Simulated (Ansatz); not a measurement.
A short molecular-dynamics run on B(NH2)3 (BN3H6).

```yaml
crystal:
  periodic: [false, false, false]
  atoms:
    - {symbol: B, position_ang: [-0.004092, 0.000080, -0.015138]}
    - {symbol: N, position_ang: [1.429803, -0.009715, -0.129648]}
    - {symbol: H, position_ang: [1.974050, -0.858274, 0.010122]}
    - {symbol: H, position_ang: [1.987410, 0.832324, -0.002858]}
    - {symbol: N, position_ang: [-0.726756, 1.243876, -0.084647]}
    - {symbol: H, position_ang: [-1.700542, 1.303707, 0.206600]}
    - {symbol: H, position_ang: [-0.251856, 2.142067, -0.018206]}
    - {symbol: N, position_ang: [-0.726161, -1.238921, 0.146988]}
    - {symbol: H, position_ang: [-0.264170, -2.130126, -0.028830]}
    - {symbol: H, position_ang: [-1.717676, -1.285018, -0.084385]}
basis:
  gaussian: {orbitals: def2-SVP}
hamiltonian: {xc: {name: revPBE}, dispersion: d3bjatm}
md: {timestep: 2 fs, n_steps: 30, ensemble: nvt_langevin, temperature: 500, initial_velocities: maxwell_boltzmann, friction: 0.01, seed: 341}
scf: {omitted_lower_state_checks: [starts]}
```

```sh
$ ansatz run in.yaml --threads 2 --pin off --events-out ev --progress --plain --max-ram 4352MiB
```

```json
{"step": "0", "time (fs)": "0.0", "potential energy (eV)": "-5242.1832", "kinetic (eV)": "0.5817", "T (K)": "450"}
{"step": "1", "time (fs)": "2.0", "potential energy (eV)": "-5241.9844", "kinetic (eV)": "0.4642", "T (K)": "359"}
{"step": "2", "time (fs)": "4.0", "potential energy (eV)": "-5242.0146", "kinetic (eV)": "0.4321", "T (K)": "334"}
{"step": "3", "time (fs)": "6.0", "potential energy (eV)": "-5241.8435", "kinetic (eV)": "0.3425", "T (K)": "265"}
{"step": "4", "time (fs)": "8.0", "potential energy (eV)": "-5242.0235", "kinetic (eV)": "0.5081", "T (K)": "393"}
{"step": "5", "time (fs)": "10.0", "potential energy (eV)": "-5241.9120", "kinetic (eV)": "0.4388", "T (K)": "339"}
{"step": "6", "time (fs)": "12.0", "potential energy (eV)": "-5242.0196", "kinetic (eV)": "0.4640", "T (K)": "359"}
{"step": "7", "time (fs)": "14.0", "potential energy (eV)": "-5241.8547", "kinetic (eV)": "0.4096", "T (K)": "317"}
{"step": "8", "time (fs)": "16.0", "potential energy (eV)": "-5241.9265", "kinetic (eV)": "0.4804", "T (K)": "372"}
{"step": "9", "time (fs)": "18.0", "potential energy (eV)": "-5241.8007", "kinetic (eV)": "0.4489", "T (K)": "347"}
{"step": "10", "time (fs)": "20.0", "potential energy (eV)": "-5241.9116", "kinetic (eV)": "0.6002", "T (K)": "464"}
{"step": "11", "time (fs)": "22.0", "potential energy (eV)": "-5241.9098", "kinetic (eV)": "0.6039", "T (K)": "467"}
{"step": "12", "time (fs)": "24.0", "potential energy (eV)": "-5241.9062", "kinetic (eV)": "0.5571", "T (K)": "431"}
{"step": "13", "time (fs)": "26.0", "potential energy (eV)": "-5241.8004", "kinetic (eV)": "0.4881", "T (K)": "378"}
{"step": "14", "time (fs)": "28.0", "potential energy (eV)": "-5241.7173", "kinetic (eV)": "0.4577", "T (K)": "354"}
{"step": "15", "time (fs)": "30.0", "potential energy (eV)": "-5241.7169", "kinetic (eV)": "0.4959", "T (K)": "384"}
{"step": "16", "time (fs)": "32.0", "potential energy (eV)": "-5241.6841", "kinetic (eV)": "0.4508", "T (K)": "349"}
{"step": "17", "time (fs)": "34.0", "potential energy (eV)": "-5241.7956", "kinetic (eV)": "0.5225", "T (K)": "404"}
{"step": "18", "time (fs)": "36.0", "potential energy (eV)": "-5241.7725", "kinetic (eV)": "0.5640", "T (K)": "436"}
{"step": "19", "time (fs)": "38.0", "potential energy (eV)": "-5241.8571", "kinetic (eV)": "0.6521", "T (K)": "504"}
{"step": "20", "time (fs)": "40.0", "potential energy (eV)": "-5241.7568", "kinetic (eV)": "0.5853", "T (K)": "453"}
{"step": "21", "time (fs)": "42.0", "potential energy (eV)": "-5241.8552", "kinetic (eV)": "0.6409", "T (K)": "496"}
{"step": "22", "time (fs)": "44.0", "potential energy (eV)": "-5241.8173", "kinetic (eV)": "0.5968", "T (K)": "462"}
{"step": "23", "time (fs)": "46.0", "potential energy (eV)": "-5241.9540", "kinetic (eV)": "0.6200", "T (K)": "480"}
{"step": "24", "time (fs)": "48.0", "potential energy (eV)": "-5241.9557", "kinetic (eV)": "0.5621", "T (K)": "435"}
{"step": "25", "time (fs)": "50.0", "potential energy (eV)": "-5241.9400", "kinetic (eV)": "0.5559", "T (K)": "430"}
{"step": "26", "time (fs)": "52.0", "potential energy (eV)": "-5241.8138", "kinetic (eV)": "0.5056", "T (K)": "391"}
{"step": "27", "time (fs)": "54.0", "potential energy (eV)": "-5241.8343", "kinetic (eV)": "0.4689", "T (K)": "363"}
{"step": "28", "time (fs)": "56.0", "potential energy (eV)": "-5241.8711", "kinetic (eV)": "0.4846", "T (K)": "375"}
{"step": "29", "time (fs)": "58.0", "potential energy (eV)": "-5241.9376", "kinetic (eV)": "0.5591", "T (K)": "433"}
{"step": "30", "time (fs)": "60.0", "potential energy (eV)": "-5241.9775", "kinetic (eV)": "0.4941", "T (K)": "382"}
```

Velocities are drawn at the set temperature; a run this short doesn't reach equilibrium. Under Langevin dynamics the printed temperature counts 3N degrees of freedom, so it starts below the set value.

Frames (Å, forces in eV/Å):

```xyz
10
time=0.0 fs
B    -0.004    0.000   -0.015    0.004    0.001    0.007
N     1.430   -0.010   -0.130    0.171    0.000   -0.029
H     1.974   -0.858    0.010    0.001    0.000    0.005
H     1.987    0.832   -0.003    0.003    0.001    0.005
N    -0.727    1.244   -0.085   -0.087    0.147   -0.023
H    -1.701    1.304    0.207    0.000    0.001    0.002
H    -0.252    2.142   -0.018    0.000   -0.002    0.007
N    -0.726   -1.239    0.147   -0.084   -0.144    0.041
H    -0.264   -2.130   -0.029   -0.002   -0.001   -0.009
H    -1.718   -1.285   -0.084   -0.005   -0.004   -0.007
10
time=2.0 fs
B    -0.001   -0.028   -0.014    0.012    1.599   -0.030
N     1.423   -0.004   -0.132    1.099    2.275   -0.046
H     1.963   -0.816    0.034    0.808   -1.283    0.202
H     2.038    0.863   -0.015   -1.367   -1.443   -0.198
N    -0.713    1.238   -0.102   -0.946   -0.420    0.128
H    -1.696    1.310    0.208    0.589   -0.052   -0.186
H    -0.242    2.127   -0.025    0.261    0.321    0.038
N    -0.739   -1.225    0.154    1.330   -2.235    0.109
H    -0.241   -2.166    0.038   -1.247    1.638    0.138
H    -1.725   -1.206   -0.041   -0.538   -0.400   -0.155
10
time=4.0 fs
B     0.005   -0.046   -0.016   -0.239    2.292   -0.004
N     1.419    0.007   -0.135    1.945   -0.489    0.164
H     1.985   -0.824    0.075   -0.217    0.136   -0.151
H     2.032    0.836   -0.037   -0.824   -0.358   -0.071
N    -0.702    1.229   -0.119   -0.061    0.304    0.006
H    -1.667    1.321    0.198   -0.011   -0.067   -0.006
H    -0.217    2.130   -0.023   -0.069   -0.424   -0.053
N    -0.748   -1.220    0.162    0.192   -1.215    0.160
H    -0.261   -2.135    0.114   -0.963    0.500   -0.058
H    -1.755   -1.141    0.005    0.247   -0.678    0.011
10
time=8.0 fs
B     0.013   -0.047   -0.023   -0.550    1.381    0.025
N     1.424    0.014   -0.143    0.620   -1.462    0.017
H     1.963   -0.799    0.133    0.273   -0.203   -0.052
H     1.983    0.842   -0.107    0.231    0.803    0.046
N    -0.678    1.216   -0.151   -0.624    0.327   -0.072
H    -1.634    1.366    0.167   -0.057   -0.225   -0.026
H    -0.166    2.081   -0.040    0.305    0.286   -0.038
N    -0.761   -1.219    0.172    0.627   -0.263    0.092
H    -0.335   -2.136    0.285   -0.505   -0.063   -0.068
H    -1.764   -1.106    0.131   -0.320   -0.581    0.076
10
time=10.0 fs
B     0.015   -0.035   -0.024   -0.552    0.282    0.100
N     1.427    0.009   -0.149    1.136    1.740   -0.327
H     1.945   -0.782    0.146    1.029   -0.985    0.303
H     1.992    0.913   -0.148   -1.053   -1.619    0.069
N    -0.663    1.212   -0.168   -1.529    0.713    0.034
H    -1.632    1.385    0.146    0.508   -0.327   -0.210
H    -0.132    2.057   -0.058    0.387    0.598   -0.014
N    -0.771   -1.217    0.174    2.216   -1.965    0.353
H    -0.367   -2.185    0.381   -0.923    1.807   -0.441
H    -1.758   -1.129    0.209   -1.219   -0.243    0.133
10
time=12.0 fs
B     0.014   -0.019   -0.022   -0.392   -0.939    0.200
N     1.432    0.010   -0.156    1.149   -0.041    0.123
H     1.962   -0.804    0.169    0.202    0.371   -0.167
H     1.961    0.910   -0.177   -0.467   -1.093    0.123
N    -0.653    1.210   -0.182   -0.878    1.877   -0.042
H    -1.614    1.399    0.114    0.160   -0.226   -0.090
H    -0.087    2.057   -0.082   -0.185   -0.057   -0.107
N    -0.778   -1.220    0.177    0.295   -0.779    0.283
H    -0.425   -2.156    0.458   -0.133    0.862   -0.311
H    -1.792   -1.157    0.295    0.249    0.024   -0.010
10
time=16.0 fs
B     0.015    0.004   -0.013   -0.486   -2.175    0.291
N     1.441    0.007   -0.167   -0.530   -0.949    0.042
H     1.999   -0.756    0.179    0.415   -0.372    0.114
H     1.924    0.879   -0.197    0.610    0.768   -0.005
N    -0.639    1.220   -0.215   -0.303    1.414   -0.275
H    -1.592    1.422    0.035   -0.489    0.021    0.116
H    -0.034    2.029   -0.144   -0.123    0.521   -0.093
N    -0.795   -1.223    0.186   -0.287    0.272    0.245
H    -0.494   -2.085    0.626    0.879   -0.172   -0.081
H    -1.789   -1.194    0.461    0.313    0.672   -0.355
10
time=18.0 fs
B     0.019    0.004   -0.007   -0.722   -1.797    0.232
N     1.443    0.001   -0.173    0.584    1.933   -0.286
H     2.031   -0.720    0.176    0.695   -0.961    0.387
H     1.964    0.929   -0.215   -0.851   -1.532    0.059
N    -0.630    1.232   -0.234   -1.062    0.138   -0.146
H    -1.601    1.437   -0.018   -0.050   -0.013    0.022
H    -0.025    2.015   -0.186    0.441    1.392   -0.050
N    -0.805   -1.220    0.195    1.925   -1.491    0.867
H    -0.473   -2.092    0.724    0.248    1.532   -1.143
H    -1.745   -1.181    0.530   -1.207    0.800    0.059
10
time=20.0 fs
B     0.020   -0.003    0.002   -0.718   -0.924   -0.028
N     1.447    0.001   -0.179    1.577    0.470    0.354
H     2.089   -0.716    0.192   -0.486    0.150   -0.191
H     1.976    0.916   -0.239   -0.883   -1.224    0.041
N    -0.623    1.243   -0.253    0.076    0.514    0.021
H    -1.602    1.446   -0.079   -0.068    0.067    0.034
H    -0.001    2.053   -0.235   -0.436    0.198   -0.086
N    -0.810   -1.222    0.206    1.135   -0.906    1.065
H    -0.447   -2.033    0.783    0.179    1.035   -1.005
H    -1.745   -1.132    0.597   -0.376    0.619   -0.205
10
time=24.0 fs
B     0.011   -0.026    0.017    0.414    1.251   -1.008
N     1.469   -0.005   -0.183   -0.764   -2.058    0.769
H     2.138   -0.676    0.211   -0.489   -0.223   -0.083
H     1.966    0.844   -0.279    0.416    1.551   -0.263
N    -0.599    1.277   -0.286   -0.186   -0.879    0.404
H    -1.601    1.464   -0.199    0.261    0.044   -0.032
H    -0.014    2.110   -0.333   -0.205    0.014   -0.031
N    -0.814   -1.227    0.235   -0.539    1.626    0.051
H    -0.360   -1.868    0.850    0.552   -1.092    0.631
H    -1.718   -0.978    0.695    0.541   -0.233   -0.437
10
time=26.0 fs
B     0.005   -0.033    0.017    1.134    2.031   -1.349
N     1.479   -0.017   -0.181   -0.814    1.402   -0.160
H     2.125   -0.655    0.225    0.557   -1.095    0.513
H     1.992    0.896   -0.312   -0.962   -1.068    0.121
N    -0.585    1.292   -0.300   -1.456   -2.196    0.617
H    -1.598    1.491   -0.260    0.646   -0.139   -0.040
H    -0.033    2.112   -0.382    0.709    1.007   -0.124
N    -0.818   -1.221    0.248    1.781   -0.183    0.821
H    -0.293   -1.845    0.920   -0.787    0.361   -0.774
H    -1.660   -0.914    0.712   -0.809   -0.119    0.374
10
time=28.0 fs
B     0.001   -0.034    0.013    1.734    2.345   -1.507
N     1.487   -0.026   -0.179   -0.400    0.976    0.173
H     2.137   -0.671    0.269   -0.127   -0.166    0.005
H     1.978    0.908   -0.340   -0.923   -1.512    0.291
N    -0.572    1.302   -0.313   -0.050   -0.857    0.430
H    -1.570    1.512   -0.316   -0.031   -0.121   -0.010
H    -0.020    2.161   -0.442   -0.096   -0.581    0.073
N    -0.817   -1.214    0.263    2.055   -0.522    1.236
H    -0.253   -1.807    0.968   -1.275    0.679   -1.187
H    -1.631   -0.856    0.742   -0.886   -0.240    0.497
10
time=32.0 fs
B     0.011   -0.011   -0.007    1.473    1.339   -1.187
N     1.494   -0.038   -0.164   -2.241   -2.907    1.108
H     2.136   -0.680    0.329   -0.412    0.378   -0.330
H     1.871    0.829   -0.376    1.418    2.217   -0.477
N    -0.541    1.315   -0.337   -0.473   -0.406    0.224
H    -1.537    1.521   -0.426    0.000   -0.292    0.037
H    -0.018    2.173   -0.556    0.144   -0.605    0.130
N    -0.813   -1.198    0.298   -1.223    2.518   -0.004
H    -0.267   -1.680    0.974    0.583   -1.315    1.118
H    -1.634   -0.783    0.835    0.732   -0.928   -0.620
10
time=34.0 fs
B     0.023    0.006   -0.021    0.887    0.454   -0.655
N     1.488   -0.055   -0.152   -1.842    1.668   -0.883
H     2.113   -0.648    0.331    0.905   -0.915    0.701
H     1.874    0.872   -0.411    0.214   -0.860    0.301
N    -0.526    1.320   -0.346   -1.732   -1.651    0.520
H    -1.526    1.505   -0.477    0.142   -0.343    0.090
H    -0.031    2.134   -0.603    1.173    1.029   -0.352
N    -0.818   -1.179    0.318    1.433    0.997    0.197
H    -0.255   -1.678    1.029   -0.290   -0.336   -0.242
H    -1.592   -0.794    0.845   -0.890   -0.041    0.324
10
time=38.0 fs
B     0.054    0.040   -0.051   -1.298   -1.302    0.786
N     1.459   -0.079   -0.136    1.952    0.518   -0.070
H     2.142   -0.648    0.400   -0.892    0.212   -0.394
H     1.888    0.822   -0.410    0.171   -0.622    0.145
N    -0.509    1.317   -0.363    0.326    1.220   -0.535
H    -1.491    1.456   -0.562   -0.391   -0.073   -0.052
H     0.051    2.123   -0.733   -0.539   -1.041    0.424
N    -0.816   -1.140    0.365    0.717    1.140    0.995
H    -0.279   -1.680    1.090   -0.428    0.208   -0.769
H    -1.635   -0.783    0.911    0.381   -0.259   -0.531
10
time=40.0 fs
B     0.065    0.053   -0.062   -2.266   -1.849    1.331
N     1.448   -0.089   -0.128    1.667   -1.745    0.557
H     2.125   -0.637    0.427   -0.903   -0.098   -0.260
H     1.887    0.744   -0.380    1.352    1.967   -0.750
N    -0.500    1.318   -0.370   -0.516    0.928   -0.542
H    -1.491    1.423   -0.606    0.171   -0.031    0.026
H     0.072    2.068   -0.784   -0.298   -0.310    0.135
N    -0.811   -1.115    0.391   -1.153    2.452   -0.017
H    -0.315   -1.663    1.066    0.639   -0.849    0.605
H    -1.673   -0.774    0.939    1.307   -0.464   -1.086
10
time=42.0 fs
B     0.065    0.059   -0.069   -2.395   -1.952    1.591
N     1.439   -0.103   -0.118    2.338    0.709   -0.681
H     2.075   -0.632    0.454   -0.114   -0.765    0.405
H     1.930    0.755   -0.372    0.226    0.059   -0.187
N    -0.491    1.320   -0.380   -1.825   -0.190    0.029
H    -1.481    1.386   -0.659    0.448    0.078    0.081
H     0.083    1.997   -0.822    0.625    1.072   -0.690
N    -0.811   -1.082    0.414   -0.038    1.754   -0.742
H    -0.324   -1.674    1.059    0.580   -0.798    0.513
H    -1.660   -0.779    0.917    0.154    0.034   -0.320
10
time=46.0 fs
B     0.044    0.049   -0.067   -0.712   -0.597    1.125
N     1.439   -0.114   -0.116    2.724    0.233    0.166
H     1.969   -0.688    0.572   -0.536    0.306   -0.619
H     2.002    0.738   -0.353   -0.484   -0.932    0.221
N    -0.481    1.326   -0.402   -0.225    1.175   -1.051
H    -1.432    1.328   -0.777   -0.050    0.263   -0.061
H     0.143    1.949   -0.964   -0.718   -0.473    0.444
N    -0.811   -1.014    0.446    1.262   -1.289    0.794
H    -0.308   -1.743    1.055   -0.981    1.219   -1.124
H    -1.687   -0.757    0.887   -0.280    0.095    0.104
10
time=48.0 fs
B     0.028    0.038   -0.062    0.693    0.639    0.461
N     1.450   -0.115   -0.118    0.359   -2.402    1.281
H     1.912   -0.718    0.614   -0.454    0.710   -1.033
H     2.006    0.674   -0.335    0.907    1.145   -0.292
N    -0.477    1.332   -0.417   -0.889    0.783   -1.255
H    -1.426    1.313   -0.838    0.472    0.259    0.236
H     0.148    1.909   -1.020   -0.550   -0.374    0.443
N    -0.803   -0.988    0.462   -2.027   -0.269    1.022
H    -0.344   -1.728    0.997   -0.170   -0.055   -0.043
H    -1.745   -0.733    0.902    1.659   -0.436   -0.820
10
time=50.0 fs
B     0.014    0.029   -0.057    1.924    1.780   -0.209
N     1.462   -0.124   -0.118   -0.648   -1.289    0.441
H     1.855   -0.718    0.621    0.276    0.159   -0.291
H     2.042    0.668   -0.334    0.385    0.460   -0.037
N    -0.476    1.339   -0.435   -1.307   -0.076   -0.710
H    -1.406    1.304   -0.891    0.273    0.219    0.295
H     0.137    1.854   -1.065    0.160    0.171   -0.046
N    -0.801   -0.963    0.480   -2.769    0.830   -0.145
H    -0.389   -1.718    0.930    0.980   -2.098    1.156
H    -1.727   -0.733    0.891    0.727   -0.156   -0.455
10
time=54.0 fs
B     0.008    0.031   -0.047    2.835    2.632   -0.943
N     1.479   -0.146   -0.122   -0.741   -0.099    0.025
H     1.812   -0.714    0.660    0.533    0.097   -0.136
H     2.103    0.652   -0.354   -0.561   -0.658    0.350
N    -0.483    1.346   -0.474    0.142   -0.163   -0.475
H    -1.364    1.314   -0.964   -1.028   -0.059   -0.013
H     0.121    1.768   -1.187    0.368    0.148    0.251
N    -0.803   -0.916    0.520   -0.151   -3.802    1.496
H    -0.405   -1.848    0.879   -0.833    1.826   -0.650
H    -1.727   -0.729    0.868   -0.564    0.077    0.095
10
time=56.0 fs
B     0.018    0.044   -0.044    1.993    1.862   -0.621
N     1.483   -0.155   -0.126   -1.513   -1.979    1.233
H     1.837   -0.705    0.689    0.062    0.474   -0.813
H     2.089    0.597   -0.356    0.702    1.009   -0.225
N    -0.488    1.345   -0.492    0.350    0.261   -1.511
H    -1.382    1.311   -0.995   -0.344   -0.109    0.353
H     0.138    1.729   -1.244   -0.273   -0.110    0.911
N    -0.803   -0.905    0.543   -2.582   -1.691    1.517
H    -0.446   -1.833    0.828   -0.311    0.616   -0.078
H    -1.804   -0.721    0.879    1.916   -0.334   -0.766
10
time=60.0 fs
B     0.052    0.081   -0.043   -0.821   -0.257    0.623
N     1.476   -0.188   -0.125    0.852    1.041   -0.446
H     1.892   -0.641    0.678    0.076   -0.505    0.362
H     2.146    0.583   -0.383   -1.008   -0.731    0.085
N    -0.495    1.338   -0.542   -0.212   -0.388   -0.417
H    -1.424    1.294   -0.996    0.254   -0.087    0.385
H     0.142    1.651   -1.266    0.263    0.681   -0.333
N    -0.825   -0.891    0.596    2.358    0.332   -0.767
H    -0.501   -1.833    0.748    0.096   -0.435    0.215
H    -1.769   -0.751    0.814   -1.858    0.350    0.293
```

Hardware: 2 threads of Arm Neoverse V2 on a shared host. Wall time 34 s.
